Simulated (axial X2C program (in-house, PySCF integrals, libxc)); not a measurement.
KO⁻: a run with one poor setting

All values were computed with an in-house all-electron X2C program for linear molecules (integrals from PySCF). Spin-free means the one-electron spin-free X2C Hamiltonian. Basis: K dyall-av3z [12s13p5d2f], O dyall-av3z [7s6p3d2f] (cores contracted in-house); Gaussian nuclei, density fitting, unrestricted open shells. Masses: K 38.964 u, O 15.995 u.

One setting of this run was spoiled on purpose, so its numbers are not properties of KO⁻. Level: HF, without spin–orbit coupling; state M_S = 1, Λ = 1 (beyond evenly filled blocks: σα, π+α, π+β, π-α).

| R (Å) | E − E(lowest point) (eV) | SCF iterations |
| --- | --- | --- |
| 2.183 | 0.3637 | 27 |
| 2.283 | 0.1724 | 15 |
| 2.358 | 0.1023 | 14 |
| 2.434 | 0.0756 | 13 |
| 2.509 | 0.0766 | 14 |
| 2.597 | 0.0944 | 13 |
| 2.685 | 0.1131 | 12 |
| 2.797 | 0.1198 | 12 |
| 2.936 | 0.0908 | 12 |
| 3.136 | 0.0000 | 13 |

Output at the reference distance:

```
spin-free X2C-1e  HF
basis functions 144  fitting functions 313  grid points 5082
iter        total energy     max residual
   1       -676.528518942     1.54e-01
   2       -676.540012525     7.35e-03
   3       -676.540545151     5.54e-03
   4       -676.540630560     1.93e-03
   5       -676.540659137     8.32e-04
   6       -676.540673064     6.76e-04
   7       -676.540676277     2.59e-04
   8       -676.540677320     7.19e-05
   9       -676.540677608     8.14e-05
  10       -676.540677743     4.11e-05
  11       -676.540677786     1.74e-05
  12       -676.540677796     9.13e-06
  13       -676.540677798     4.14e-06
  14       -676.540677799     1.35e-06
converged
one-electron -1000.10113100  Coulomb 332.61759572  exact exchange -41.11570612  xc functional 0.00000000  nuclear repulsion 32.05856359
```

Which setting was spoiled?
A. integration grid too coarse
B. density fitting set too sparse
C. too few iterations allowed
D. virtual space cut too low
E. an excited determinant was followed

B. Density fitting set too sparse: ratio 6 between fitting exponents against the usual 2.
